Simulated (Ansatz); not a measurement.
The same redistribution along the group V, Nb, Ta.

Computed with Ansatz on PBE0-D4/def2-TZVP structures; ΔE is electronic, products minus reactants. CCSD(T)/CBS is the MP2 limit (def2-TZVPP, def2-QZVPP) plus CCSD(T) − MP2 in def2-TZVPP, frozen cores. DFT in def2-TZVPP. Elements past krypton have def2 core potentials. For Nb, Ta, V, Y outer-core shells are correlated without core-valence functions, which leaves a few kJ/mol of doubt a bond. Scalar relativity is left out up to krypton. One conformer a species, not always the lowest.

```
                                                                                               reaction  PBE-D4 (eV)  r2SCAN-D4 (eV)  ωB97X-V (eV)  CCSD(T)/CBS(def2) (eV)
  `[NH]=[V]([NH2])([NH2])[OH]` + `[NH2][Y]([F])[F]` → `[NH]=[V]([NH2])([NH2])[NH2]` + `[OH][Y]([F])[F]`        -0.19           -0.21         -0.25                   -0.31
`[NH]=[Nb]([NH2])([NH2])[OH]` + `[NH2][Y]([F])[F]` → `[NH]=[Nb]([NH2])([NH2])[NH2]` + `[OH][Y]([F])[F]`        -0.11           -0.11         -0.14                   -0.18
`[NH]=[Ta]([NH2])([NH2])[OH]` + `[NH2][Y]([F])[F]` → `[NH]=[Ta]([NH2])([NH2])[NH2]` + `[OH][Y]([F])[F]`        -0.11           -0.11         -0.14                   -0.18
```

Largest T1 diagnostic: 0.032, for `[NH]=[V]([NH2])([NH2])[NH2]`, so its coupled-cluster energy is less sure.
